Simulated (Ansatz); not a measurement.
A first, cheap relaxation of C2H6AlFSi, SMILES `C=C(F)[SiH2][AlH2]`.

```yaml
crystal:
  periodic: [false, false, false]
  atoms:
    - {symbol: C, position_ang: [1.540200, 0.606900, 1.007600]}
    - {symbol: C, position_ang: [0.825900, -0.504600, 0.896600]}
    - {symbol: F, position_ang: [1.415500, -1.665300, 1.207600]}
    - {symbol: Si, position_ang: [-0.853700, -0.531900, 0.325400]}
    - {symbol: Al, position_ang: [-1.069900, 0.268500, -1.899000]}
    - {symbol: H, position_ang: [1.015300, 1.610200, 0.741600]}
    - {symbol: H, position_ang: [2.550100, 0.662400, 1.336100]}
    - {symbol: H, position_ang: [-1.381200, -1.910800, 0.354900]}
    - {symbol: H, position_ang: [-1.746300, 0.306900, 1.261400]}
    - {symbol: H, position_ang: [-0.588600, 1.763600, -2.187100]}
    - {symbol: H, position_ang: [-1.641900, -0.662700, -3.024500]}
basis:
  gaussian: {orbitals: def2-SVP}
hamiltonian: {xc: pbe, dispersion: d4}
relax: {f_tol: 0.03, max_steps: 200}
```

```sh
$ ansatz run in.yaml --threads 4 --pin off --events-out ev --progress --plain --max-ram 10444MiB
```

Shortened log:

```
Functional definition: PBE
mean field -19339.45178625 eV, -710.7117443936 hartree, gradient 7.1e-5 eV, S^2 0.000000; 0 other end points of the search recorded, 0 dependent functions left out
relax step   1: F+E_penalty+E_count = -19339.69255547 eV  Δ(F+E_penalty+E_count) = +0.000e0 eV  max|allowed force component| = 3.075e0 eV/Å  Δτ_max = 0.0000 Å  (28 SCF iters, accepted)
mean field -19339.78830334 eV, -710.7241111684 hartree, gradient 1.6e-5 eV, S^2 0.000000; 0 other end points of the search recorded, 0 dependent functions left out
relax step   2: F+E_penalty+E_count = -19340.02414605 eV  Δ(F+E_penalty+E_count) = -3.316e-1 eV  max|allowed force component| = 1.499e0 eV/Å  Δτ_max = 0.1637 Å  (31 SCF iters, accepted)
mean field -19339.86297617 eV, -710.7268553443 hartree, gradient 1.5e-5 eV, S^2 0.000000; 0 other end points of the search recorded, 0 dependent functions left out
relax step   3: F+E_penalty+E_count = -19340.09517400 eV  Δ(F+E_penalty+E_count) = -7.103e-2 eV  max|allowed force component| = 3.932e-1 eV/Å  Δτ_max = 0.0987 Å  (30 SCF iters, accepted)
mean field -19339.87136876 eV, -710.7271637662 hartree, gradient 1.4e-5 eV, S^2 0.000000; 0 other end points of the search recorded, 0 dependent functions left out
relax step   4: F+E_penalty+E_count = -19340.10397240 eV  Δ(F+E_penalty+E_count) = -8.798e-3 eV  max|allowed force component| = 9.524e-2 eV/Å  Δτ_max = 0.0764 Å  (29 SCF iters, accepted)
mean field -19339.87385700 eV, -710.7272552074 hartree, gradient 1.4e-5 eV, S^2 0.000000; 0 other end points of the search recorded, 0 dependent functions left out
relax step   5: F+E_penalty+E_count = -19340.10694324 eV  Δ(F+E_penalty+E_count) = -2.971e-3 eV  max|allowed force component| = 2.721e-2 eV/Å  Δτ_max = 0.0314 Å  (32 SCF iters, accepted)
mean field -19339.87385700 eV, -710.7272552074 hartree, gradient 1.6e-5 eV, S^2 0.000000; 1 other end points of the search recorded, 0 dependent functions left out
Total energy: -19340.10698524 eV, -710.7358225121 hartree
Atom 0 at     1.576365     0.666092     1.006016 Å, force    -0.000458    -0.003106    -0.025803 eV/Å
Atom 1 at     0.850123    -0.463670     0.912409 Å, force    -0.026987     0.002396     0.021687 eV/Å
Atom 2 at     1.422115    -1.656222     1.218508 Å, force     0.025772     0.016460    -0.000513 eV/Å
Atom 3 at    -0.980484    -0.582304     0.350029 Å, force     0.001045    -0.016026    -0.003829 eV/Å
Atom 4 at    -1.096491     0.285605    -1.954478 Å, force    -0.009522    -0.007152     0.003875 eV/Å
Atom 5 at     1.117484     1.631611     0.747962 Å, force    -0.000130     0.009746     0.004872 eV/Å
Atom 6 at     2.623615     0.654846     1.349264 Å, force    -0.018567    -0.027207    -0.006750 eV/Å
Atom 7 at    -1.398601    -2.021352     0.504954 Å, force     0.006664     0.022501    -0.004279 eV/Å
Atom 8 at    -1.826936     0.245147     1.289438 Å, force     0.005176     0.002353     0.005804 eV/Å
Atom 9 at    -0.576132     1.778884    -2.227088 Å, force     0.005051    -0.004018     0.008813 eV/Å
Atom 10 at    -1.645659    -0.595436    -3.176412 Å, force     0.011956     0.004055    -0.003877 eV/Å
Dipole moment:    -0.104068     0.201915    -0.087272 e Å
```

Run time 7 s (4 threads of an Arm Neoverse V1 on a shared host); peak host memory 0.16 GiB.
